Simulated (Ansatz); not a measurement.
Reaction (atomization): `C[Si](C)(N)N` → 2 C• + 10 H• + 2 N• + Si•

Computed with Ansatz on PBE0-D4/def2-TZVP structures; ΔE is electronic, products minus reactants. CCSD(T)/CBS is the MP2 limit (def2-TZVPP, def2-QZVPP) plus CCSD(T) − MP2 in def2-TZVPP, frozen cores. This one scheme is used for every species, atoms too. DFT in def2-TZVPP. No spin–orbit coupling; open shells (•) take unrestricted orbitals. Spin–orbit coupling would lower the free atoms: a little for C, Si. One conformer a species, not always the lowest.

```json
{"level": "LDA (SPW92)", "ΔE (kJ/mol)": "6271.3", "difference from CCSD(T)/CBS": "708.2"}
{"level": "revPBE-D4", "ΔE (kJ/mol)": "5507.2", "difference from CCSD(T)/CBS": "-55.9"}
{"level": "CAM-B3LYP-D4", "ΔE (kJ/mol)": "5597.8", "difference from CCSD(T)/CBS": "34.7"}
{"level": "ωB97X-V", "ΔE (kJ/mol)": "5578.1", "difference from CCSD(T)/CBS": "15.0"}
{"level": "PBE-QIDH", "ΔE (kJ/mol)": "5505.8", "difference from CCSD(T)/CBS": "-57.3"}
{"level": "revPBE", "ΔE (kJ/mol)": "5414.1", "difference from CCSD(T)/CBS": "-149.0"}
{"level": "CCSD(T)/def2-SVP", "ΔE (kJ/mol)": "5183.7", "difference from CCSD(T)/CBS": "-379.4"}
{"level": "CCSD/def2-TZVPP", "ΔE (kJ/mol)": "5342.9", "difference from CCSD(T)/CBS": "-220.2"}
{"level": "HF/def2-QZVPP", "ΔE (kJ/mol)": "4050.1", "difference from CCSD(T)/CBS": "-1513.0"}
{"level": "MP2/def2-QZVPP", "ΔE (kJ/mol)": "5541.0", "difference from CCSD(T)/CBS": "-22.1"}
{"level": "CCSD(T)/CBS", "ΔE (kJ/mol)": "5563.1", "difference from CCSD(T)/CBS": "0"}
```

Largest T1 diagnostic among the species: 0.012.

Leaving LDA and LC-ωPBE aside and taking each functional with its dispersion term where it has one, the values, not all of them listed here, spread over 182.0 kJ/mol, from BHLYP-D4 to PBE-D4. LDA lies +677.3 kJ/mol from PBE without D4, its usual overbinding. From PBE to PBE0 (25 % exact exchange), in def2-TZVPP and without D4, ΔE moves by −68.3 kJ/mol: exact exchange takes away binding that semilocal exchange gives to molecules. At CCSD(T), def2-SVP lies −379.4 kJ/mol from the extrapolated value and def2-TZVPP −153.6 kJ/mol: correlation converges slowly with the basis, and small sets miss more of it in the bonded molecule than in its fragments.

For atomizations the MP2-based limit and the directly extrapolated one differ by several kJ/mol either way, and by 10 to 25 for some Ge, Se and Sn compounds, so smaller differences from it don't rank the levels.
